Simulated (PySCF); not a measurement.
H$_{6}$BN, charge -1, doublet, at the geometry optimised at the base level (a state made from the parent by changing its charge; the spin is typed, not shown lowest) (in this run its highest filled SCF level lies above zero, so its values depend strongly on the basis, on diffuse functions most of all); PySCF with HF/STO-3G, frequencies.

The PySCF input:
```python
from pyscf import gto, scf
from pyscf.hessian import thermo

mol = gto.Mole()
mol.atom = '''
    B    -0.91420623    0.12515022   -0.02270347
    N     0.72323420   -0.09900712    0.01796086
    H    -1.38004905   -0.62725671   -0.87013364
    H    -1.13064523    1.29565640   -0.31310504
    H    -1.36171681   -0.13828613    1.08707091
    H     0.99136575   -1.10142508    0.26588458
    H     1.20247732    0.52625332    0.73738972
    H     1.18695973    0.11235690   -0.91931518
'''
mol.basis = 'sto-3g'
mol.charge = -1
mol.spin = 1
mol.verbose = 3
mol.build()

mf = scf.UHF(mol)
mf.kernel()
hess = mf.Hessian().kernel()
freq = thermo.harmonic_analysis(mf.mol, hess)
print('frequencies / cm-1', freq['freq_wavenumber'].round(1))
th = thermo.thermo(mf, freq['freq_au'], 298.15, 101325)
thermo.dump_thermo(mf.mol, th)
```

Output, abridged:

```
converged SCF energy = -81.1476059045313  <S^2> = 0.76430405  2S+1 = 2.0142533
frequencies / cm-1 [   0. +14030.9j    0. +14030.9j    0.  +1527.8j    0.  +1031.7j
    0.  +1031.7j    0.   +968.6j    0.   +609.4j    0.   +609.4j
  850.     +0.j  1208.9    +0.j  1208.9    +0.j  1593.     +0.j
 1667.8    +0.j  1667.8    +0.j  2646.1    +0.j  2751.     +0.j
 2751.     +0.j  3951.3    +0.j ]
temperature 298.1500 [K]
pressure 101325.00 [Pa]
Rotational constants [GHz] 71.76446 17.27916 17.27916
Symmetry number 3
Zero-point energy (ZPE) 0.04624 [Eh]   121396.189 [J/mol]
                           tot       elec      trans        rot        vib
Entropy [J/mol/K]       233.980      5.763    151.519     75.570      1.128
Cv [J/mol/K]             29.581      0.000     12.472     12.472      4.638
Cp [J/mol/K]             37.896      0.000     20.786     12.472      4.638
Internal energy [J/mol]                      3718.434   3718.434 121673.854
Internal energy [Eh]   -81.09843  -81.14761
Enthalpy [J/mol]                             6197.391   3718.434 121673.854
Enthalpy [Eh]          -81.09749
Gibbs free energy [J/mol]                  -38978.004 -18812.847 121337.560
Gibbs free energy [Eh] -81.12406
```
